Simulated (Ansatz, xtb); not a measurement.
Molecule: sum formula SnOBr (charge 0, doublet). It need not be the lowest isomer of its formula. SMILES: [O]=[Sn][Br]
Coordinates optimised at B3LYP-D3(BJ)/def2-TZVP (Ansatz, an electronic-structure program):
```
Sn
O 1 1.9851
Br 1 2.5463 2 94.82
```
Charge 0, spin multiplicity 2.

Harmonic wavenumbers from GFN2-xTB (xtb, at its own minimum), cm⁻¹: 114, 202, 584.

Task: Give the harmonic wavenumbers at B3LYP-D3(BJ)/def2-TZVP (Ansatz, finite differences of forces, unscaled).

Result: 83, 229, 533 cm⁻¹. Zero-point energy 1.2 kcal/mol.

Task: From these and the geometry, give the ideal-gas thermochemistry at 298.15 K and 1 atm (rigid rotor, harmonic oscillator).

Result: Point group Cs, rotational symmetry number 1. Rotational constants 9.439, 1.508, 1.301 GHz. S(trans) 41.99, S(rot) 27.25, S(vib) 6.29, S(elec, spin only) 1.38, S 76.9 cal/(mol K). H(298) - H(0) 3.30 kcal/mol; G - E(el) -18.4 kcal/mol.
